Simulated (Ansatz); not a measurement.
Frontier orbitals of C2H6InN, SMILES `C/C=[N]\[InH2]`.

Charge 0, multiplicity 1. Correlated methods include outer-core shells of In, which these sets cover unevenly. In: def2 effective core potential. Geometry: relaxed with PBE0-D4/def2-TZVP. Basis def2-TZVPP, Ansatz 0.2.0.

Orbital energies of one run (eV). Highest occupied ones, from the top: -5.23, -6.95, -8.07, -8.53, -9.53, -10.61, -11.02, -11.32, -13.66, -17.84, -18.49, -18.50, -18.52, -18.69. Empty: -2.32, -1.38, -0.73, 0.14, 0.82, 1.17.

Question: Which functional gave them?
A. B3LYP
B. LC-ωPBE
C. r2SCAN0
D. LDA (SPW92)

Answer: D. HOMO energies: LDA (SPW92) -5.23, LC-ωPBE -8.76, B3LYP -6.01, r2SCAN0 -6.31 eV.

B3LYP here is the variant with VWN-RPA as its local correlation; programs differ in this. LC-ωPBE has ω = 0.4 bohr⁻¹.
